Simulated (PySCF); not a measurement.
Compound: C6H9NOSi.
SMILES with atom numbers: `[H]/[N:8]=[CH:7]/[c:6]1[cH:5][cH:4][c:3]([SiH2:2][CH3:1])[o:9]1`

Structure used (GFN2-xTB), in Å, numbered top down from 1:
```
atom  x, y, z in Å
C1     2.8440    0.8784   -0.9796
Si2    2.2096    0.2701    0.7025
C3     0.4498   -0.3513    0.4788
C4    -0.1604   -1.5611    0.7153
C5    -1.5054   -1.4220    0.3432
C6    -1.6454   -0.1247   -0.1006
C7    -2.7832    0.5902   -0.6097
N8    -3.9064    0.0218   -0.7304
O9    -0.4571    0.5153   -0.0136
H10    2.2121    1.6701   -1.3741
H11    2.8576    0.0739   -1.7105
H12    3.8544    1.2693   -0.9020
H13    2.2029    1.3702    1.6735
H14    3.0030   -0.8561    1.2026
H15    0.3162   -2.4362    1.1083
H16   -2.2866   -2.1518    0.3829
H17   -2.5681    1.6367   -0.8701
H18   -4.6457    0.6134   -1.1015
```

NICS is the negative of the GIAO shielding at a point without a nucleus: at the ring centre (0) and 1 Å above and below it (1); zz is the component along the ring normal. Level: GIAO PBE0/pcSseg-1 (PySCF, non-relativistic, gas phase) on the GFN2-xTB geometry, one conformer.

Ring bond lengths (Å), with Mayer bond orders in brackets: C3–C4 1.376 (1.51), C4–C5 1.402 (1.31), C5–C6 1.378 (1.46), C6–O9 1.352 (1.03), O9–C3 1.348 (1.05).

Q: What do the NICS probes read (ppm)?

A: 
```json
{"ring": "C3–C4–C5–C6–O9", "type": "5-membered ring with O; formal bonds all aromatic", "NICS(0)": "-10.7", "NICS(1), two faces": "-10.3 / -10.4", "NICS(1)zz, two faces": "-26.0 / -25.7", "rms pucker (Å)": "0.00", "centre to ring atoms, mean (Å)": "1.17"}
```

Q: What do they say, and how far can they be read as aromaticity?

A: 
- C3–C4–C5–C6–O9: mean NICS(1)zz -25.8 ppm, shielded. The ring is flat and has no four-coordinate atom; by the NICS criterion it is aromatic.

Q: What does the geometric index give? HOMA = 1 − mean of α(R − Ropt)² over the ring bonds, with Krygowski's 1993 parameters (CC: Ropt 1.388 Å, α 257.7 Å⁻²; CO: Ropt 1.265 Å, α 157.38 Å⁻²).

A: 
- C3–C4–C5–C6–O9: HOMA 0.52; the largest term is that of C6–O9, α(R − Ropt)² = 1.20.

Q: What field does 7.05 T along the ring normal induce along that normal at the first NICS(1) probe listed for ring C3–C4–C5–C6–O9, 1 Å off the ring?

A: NICSzz × B0 = -26.0 ppm × 7.05 T = -183 μT, against the applied field.

Q: What are the shieldings of the ring atoms and their hydrogens in the same run (means over atoms taken as equivalent)?

A: 
| atoms | environment | σ isotropic (ppm) |
| --- | --- | --- |
| C3 | substituted aromatic carbon | 24.6 |
| C4 | aromatic CH carbon | 56.3 |
| C5 | aromatic CH carbon | 67.7 |
| C6 | substituted aromatic carbon | 19.5 |
| O9 | furan-type oxygen | 12.0 |
| H15 | aromatic hydrogen | 24.55 |
| H16 | aromatic hydrogen | 23.98 |

The run took 2.4 min of wall time (with the writing of density and orbital grids) on an Intel Xeon at 2.50 GHz with one thread, shared host, and the process peaked at 0.92 GiB of memory. This is the whole shielding run at PBE0/pcSseg-1, SCF included.
